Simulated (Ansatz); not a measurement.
`[F][GeH]([Cl])[Br]` → `ClBr` + `[F][GeH]` at 400 K and 1 bar (germylene formation by 1,1-elimination).

Isolated molecules relaxed with PBE0-D4/def2-TZVP in Ansatz; ΔE leaves out vibrations. CCSD(T)/CBS adds triple-zeta CCSD(T) − MP2 to the extrapolated MP2 energy (def2 sets, frozen cores). For Br, Ge outer-core shells are correlated without core-valence functions, which leaves a few kJ/mol of doubt a bond. Scalar relativity is left out up to krypton.

```csv
species,CCSD(T)/CBS energy (Eh),H − E (kJ/mol),S (J/(mol·K))
`[F][GeH]([Cl])[Br]`,-5209.72032,59.5,363.3
`ClBr`,-3033.06727,15.7,250.1
`[F][GeH]`,-2176.50038,34.5,264.7
```

H − E and S are ideal-gas, rigid-rotor, harmonic terms from PBE0-D4/def2-TZVP, for one conformer and one mirror image of each species. 1 Eh = 2625.50 kJ/mol, R = 8.31446 J/(mol·K).

Question: By hand: ΔE, ΔH, ΔS and ΔG.

Answer: ΔE = (-3033.06727) + (-2176.50038) − (-5209.72032) = 0.15267 Eh = 400.8 kJ/mol. Δ(H − E) = 15.7 + 34.5 − 59.5 = -9.3, so ΔH = 391.5 kJ/mol. ΔS = 250.1 + 264.7 − 363.3 = 151.5 J/(mol·K). ΔG = 391.5 − 400 × (151.5)/1000 = 330.9 kJ/mol.

Question: By hand: the equilibrium constant, and the temperature at which ΔG would vanish if ΔH and ΔS stayed fixed.

Answer: log₁₀ K = −ΔG/(RT ln 10) = -43.2. ΔG = 0 at ΔH/ΔS = 2584 K, far beyond where these terms or the molecules hold.

The number of gas molecules changes by +1, which sets the sign of ΔS. A doubt of 5 kJ/mol in ΔE shifts log₁₀ K by 0.7 here. Other conformers and mirror images would add mixing entropy, several J/(mol·K) or more a flexible species. These are equilibria of isolated gas molecules and say nothing of rates. Largest T1 diagnostic: 0.014 (customary marks: 0.02 for closed shells, 0.045 for open ones).
